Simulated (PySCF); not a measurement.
Exercise with solution: oscillator strength and radiative lifetime

SiFI, SMILES F[Si]I (connectivity only; charge and spin as stated), neutral, multiplicity 1.

Geometry: PBE0-D3(BJ)/def2-TZVP. The def2 effective core potentials stand for the cores of I; spin–orbit coupling is left out.

TDDFT-CAM-B3LYP/def2-SVPD run with PySCF puts the first singlet state with f over 0.02 at 6.02 eV (vertical), with the transition dipole (-0.341, 0.709, 0.000) in atomic units.

Problem. Find the oscillator strength, the wavelength and the radiative lifetime that this transition would have in vacuum if emission retraced absorption.

Solution. 
|μ|² = 0.6190 au, so |μ| = 2.00 D. ΔE = 6.02/27.211 = 0.2212 hartree. f = (2/3) ΔE |μ|² = 0.091 (the program prints 0.091).
λ = 1239.84/6.02 = 206 nm; ν = 48555 cm⁻¹.
Einstein's coefficient A = 0.6670 ν² f s⁻¹ (ν in cm⁻¹) = 1.4e8 s⁻¹, so τ = 1/A = 7.0 ns. This state is S4; the lower singlets have f = 0.017, 0.002, 0.019. The figure is the radiative limit of this one transition; relaxation, internal conversion, crossing to triplets and a medium change what is measured.
